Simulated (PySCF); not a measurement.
# MTl for M along the fourth-period p block

r²SCAN with double-zeta basis sets in PySCF, for the lowest determinant that a PBE0 search found; no spin–orbit coupling. De refers to high-spin ground-configuration atoms. A positive dipole means M(−)Tl(+).

```
 M     basis  state (unpaired electrons)  Re (Å)  ωe (cm⁻¹)  De (eV)  μ (D)
Ga  def2-SVP          triplet (σ ↑, π ↑)   2.911        123     1.42   0.86
Ge  def2-SVP         quartet (σ ↑, π ↑↑)   2.723        156     2.27   2.37
As  def2-SVP              triplet (π ↑↑)   2.828        157     1.78   2.59
Se  def2-SVP               doublet (π ↑)   2.734        177     2.91   3.39
Br  def2-SVP      singlet (closed shell)   2.670        195     4.11   4.34
```

The shortest bond is that of TlBr (2.670 Å), the longest that of TlGa (2.911 Å). TlBr is bound most strongly (4.11 eV) and TlGa least (1.42 eV).

The state changes along the series, so neighbouring rows are not always alike in their bonding.

Spin–orbit coupling is left out, which matters for elements this heavy, above all for dissociation energies. States were picked by a PBE0 search and need not be the measured ground states.
